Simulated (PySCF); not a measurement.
Species: C8H9F4 (charge +1).
Atom-mapped SMILES: `[CH3:1][C+:2]1[CH2:3][C@@H:4]([C:5]([F:6])=[C:7]([F:8])[F:9])[CH2:10][C@@H:11]1[F:12]` (hydrogens: H13, H14, H15 on C1; H16, H17 on C3; H18 on C4; H19, H20 on C10; H21 on C11)
Bond orders are those of one Lewis drawing.

Method: PBE0-D3(BJ)/def2-SVP geometry optimisation, gas phase (PySCF); density fitting, grid level 1; the optimiser is geomeTRIC in internal coordinates, started from a GFN2-xTB structure with every atom displaced at random (about 0.01 Å).

Step 0: E = -19266.2943 eV
```
atom  x, y, z in Å  |  force x, y, z in eV/Å
C1     -2.5771   -0.1450   -1.4113   -2.134   1.123  -0.791
C2     -1.4589   -0.0422   -0.5665    0.971  -0.270   0.852
C3     -0.3232    0.8181   -0.7349    1.057   0.132   0.474
C4      0.9384   -0.0189   -0.2238   -1.737   0.074   1.119
C5      1.9899    0.8306    0.3210    0.210   1.075   0.865
F6      1.5814    1.6777    1.3030    0.254  -0.589  -0.721
C7      3.2772    0.8444   -0.0589    0.689   0.536   0.184
F8      4.2318    1.6004    0.4274   -1.011  -0.584  -0.218
F9      3.6978    0.0602   -1.0012    0.156  -0.152  -0.166
C10     0.2828   -0.9517    0.8649   -0.211   0.288  -0.889
C11    -1.2332   -0.9791    0.5791    0.660  -0.402  -0.136
F12    -1.7085   -2.2172    0.2954   -0.157  -0.175  -0.278
H13    -3.5557   -0.2238   -0.8553    0.698  -0.142  -0.036
H14    -2.6849    0.6808   -2.1439    0.240  -0.359   0.138
H15    -2.5537   -1.1047   -1.9367    0.140  -0.605  -0.222
H16    -0.1940    1.2579   -1.7189   -0.218   0.236  -0.547
H17    -0.4058    1.6894   -0.0396   -0.110  -0.144   0.141
H18     1.2995   -0.5975   -1.0489    0.469  -0.543  -0.742
H19     0.6931   -1.9651    0.8034   -0.005  -0.120   0.112
H20     0.4535   -0.5528    1.8571    0.190   0.135   0.480
H21    -1.8203   -0.6238    1.4334   -0.150   0.487   0.380
```

Step 1: E = -19266.4459 eV
```
atom  x, y, z in Å  |  force x, y, z in eV/Å
C1     -2.6086   -0.0909   -1.4075    0.196  -0.116   0.122
C2     -1.4314   -0.0432   -0.5686   -0.013  -0.021  -0.130
C3     -0.2667    0.7913   -0.7277    0.039  -0.113  -0.054
C4      0.9318   -0.0970   -0.2217   -0.019   0.035  -0.181
C5      1.9931    0.7964    0.2854   -0.176  -0.194  -0.183
F6      1.5196    1.7113    1.1391    0.158   0.054   0.148
C7      3.2872    0.8687   -0.0670   -0.455   0.263   0.192
F8      4.0502    1.7876    0.4246    0.376  -0.168  -0.143
F9      3.8607    0.0627   -0.9035    0.029   0.040   0.056
C10     0.2733   -1.0056    0.8517    0.042   0.073   0.055
C11    -1.2316   -0.9930    0.5686   -0.128   0.059   0.072
F12    -1.7865   -2.1988    0.2773    0.042  -0.004   0.041
H13    -3.5050   -0.1931   -0.7755   -0.155  -0.013   0.026
H14    -2.6909    0.7234   -2.1311    0.002   0.082  -0.075
H15    -2.5821   -1.0727   -1.9365    0.045   0.040   0.045
H16    -0.1734    1.2731   -1.7145    0.001  -0.014   0.050
H17    -0.3539    1.6220    0.0152   -0.046  -0.011   0.041
H18     1.3105   -0.6997   -1.0641    0.024   0.066   0.093
H19     0.6532   -2.0359    0.8100    0.007   0.013   0.010
H20     0.4738   -0.6136    1.8607   -0.024  -0.066  -0.069
H21    -1.7932   -0.5552    1.4298    0.058  -0.003  -0.117
```

Step 2: E = -19266.4347 eV
```
atom  x, y, z in Å  |  force x, y, z in eV/Å
C1     -2.5888   -0.1362   -1.4402    0.057   0.028   0.020
C2     -1.4381   -0.0451   -0.5739   -0.135  -0.047   0.018
C3     -0.3010    0.8310   -0.6964    0.065   0.097  -0.005
C4      0.9125   -0.0293   -0.1910   -0.170   0.275   0.203
C5      1.9761    0.8496    0.3343    0.712   0.538   0.251
F6      1.6497    1.7566    1.2642   -0.542  -0.269  -0.110
C7      3.2534    0.8578   -0.0771    0.414  -0.359  -0.280
F8      4.2303    1.6018    0.3257   -0.572   0.188   0.311
F9      3.6585    0.0097   -0.9675    0.090  -0.402  -0.468
C10     0.2674   -0.9652    0.8656    0.027   0.015   0.019
C11    -1.2333   -0.9907    0.5638   -0.027  -0.039  -0.026
F12    -1.7431   -2.2135    0.2634   -0.003   0.002   0.030
H13    -3.5093   -0.2798   -0.8438    0.013  -0.012  -0.029
H14    -2.6788    0.6763   -2.1700   -0.006  -0.012  -0.004
H15    -2.4957   -1.1138   -1.9660    0.016  -0.024  -0.009
H16    -0.2060    1.3286   -1.6736    0.007   0.020   0.015
H17    -0.4331    1.6462    0.0581   -0.029  -0.039   0.009
H18     1.3102   -0.6073   -1.0385    0.050   0.029   0.063
H19     0.6720   -1.9854    0.8171    0.023   0.002   0.002
H20     0.4483   -0.5834    1.8794   -0.008  -0.021   0.008
H21    -1.8212   -0.5703    1.4114    0.017   0.029  -0.018
```

Step 3: E = -19266.4970 eV
```
atom  x, y, z in Å  |  force x, y, z in eV/Å
C1     -2.5865   -0.1376   -1.4381    0.010   0.041  -0.002
C2     -1.4395   -0.0400   -0.5696   -0.090  -0.022   0.038
C3     -0.3025    0.8371   -0.6947    0.072   0.066  -0.028
C4      0.9101   -0.0297   -0.2001   -0.035   0.037  -0.035
C5      1.9912    0.8310    0.3109   -0.004   0.148   0.099
F6      1.6032    1.7020    1.2501    0.042  -0.067  -0.089
C7      3.2699    0.8408   -0.0974    0.036  -0.076   0.106
F8      4.1840    1.6130    0.3865   -0.093   0.026  -0.024
F9      3.7165    0.0232   -1.0027   -0.021  -0.017  -0.062
C10     0.2693   -0.9594    0.8646    0.048   0.003   0.009
C11    -1.2338   -0.9792    0.5730    0.006  -0.053  -0.055
F12    -1.7505   -2.2023    0.2862   -0.013   0.012   0.027
H13    -3.5113   -0.2832   -0.8479    0.036  -0.010  -0.029
H14    -2.6756    0.6704   -2.1739   -0.004  -0.024   0.012
H15    -2.4846   -1.1176   -1.9579    0.013  -0.028  -0.013
H16    -0.2108    1.3369   -1.6706    0.003   0.021   0.009
H17    -0.4324    1.6491    0.0634   -0.002  -0.043   0.023
H18     1.2987   -0.6104   -1.0485   -0.018  -0.052  -0.008
H19     0.6695   -1.9813    0.8162    0.013   0.001  -0.004
H20     0.4596   -0.5769    1.8759   -0.008  -0.001   0.018
H21    -1.8144   -0.5482    1.4193    0.008   0.036   0.008
```

**Question.** Estimate the geometry and energy of step 4. (The exact step hangs on the optimiser's Hessian estimate; all steps are aligned on step 3, rigid shifts and turns removed.)

**Answer.** E = -19266.5011 eV, largest force 0.099 eV/Å
```
atom  x, y, z in Å  |  force x, y, z in eV/Å
C1     -2.5737   -0.1404   -1.4483    0.017  -0.015  -0.004
C2     -1.4393   -0.0382   -0.5651   -0.047  -0.008   0.015
C3     -0.3049    0.8452   -0.6809    0.019   0.054  -0.005
C4      0.9046   -0.0270   -0.1939   -0.011   0.013   0.039
C5      1.9896    0.8289    0.3155    0.004   0.009  -0.009
F6      1.6206    1.7063    1.2530   -0.023  -0.060  -0.043
C7      3.2630    0.8249   -0.1042   -0.032   0.090  -0.025
F8      4.1688    1.6172    0.3594    0.061  -0.047  -0.029
F9      3.6941    0.0150   -1.0252    0.023   0.011   0.053
C10     0.2675   -0.9588    0.8704    0.011  -0.002   0.006
C11    -1.2360   -0.9780    0.5775   -0.023  -0.036  -0.055
F12    -1.7563   -2.2003    0.2950   -0.005   0.023   0.025
H13    -3.5041   -0.2990   -0.8729   -0.002  -0.016  -0.006
H14    -2.6611    0.6685   -2.1822    0.002  -0.003   0.000
H15    -2.4539   -1.1180   -1.9706    0.009  -0.010  -0.007
H16    -0.2119    1.3555   -1.6512    0.003   0.010   0.014
H17    -0.4365    1.6462    0.0878    0.004  -0.030   0.017
H18     1.2881   -0.6103   -1.0438   -0.014  -0.015   0.006
H19     0.6690   -1.9803    0.8193    0.008   0.005  -0.004
H20     0.4578   -0.5783    1.8828   -0.011  -0.002   0.007
H21    -1.8152   -0.5416    1.4224    0.008   0.028   0.004
```

The energy changes by -0.0041 eV. The first-order estimate −F·Δx gives -0.0083 eV and the mean of the old and new forces, exact on a quadratic surface, -0.0037 eV. The step makes an angle of 74° with the force vector and moves no atom by more than 0.033 Å.

What follows is the cost of the whole optimisation. Hardware: an Intel Xeon at 2.50 GHz with one thread, shared host. Cost: 19 min of wall time, 0.99 GiB resident at most.
